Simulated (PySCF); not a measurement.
Cd(Br)(NH2), SMILES [NH2][Cd][Br] (H2BrCdN) (CAM-B3LYP/def2-SVP optimised geometry):

```
5

Cd     0.022     0.065     0.000
Br     2.430     0.065     0.000
N     -1.970     0.220     0.000
H     -2.430    -0.220     0.795
H     -2.423    -0.137    -0.840
```

Computed with CAM-B3LYP/def2-TZVP, def2 effective core potentials past Kr in PySCF.

Question: What are the frontier orbital energies and the dipole moment?

Answer: HOMO-2 -9.49 eV, HOMO-1 -9.44 eV, HOMO -8.62 eV, LUMO -0.54 eV, LUMO+1 0.29 eV; dipole moment 2.50 D.

On the same geometry PBE/def2-TZVP, def2 effective core potentials past Kr (PySCF) gives HOMO-2 -6.89 eV, HOMO-1 -6.86 eV, HOMO -5.90 eV, LUMO -2.24 eV, LUMO+1 -1.11 eV; dipole moment 2.46 D.
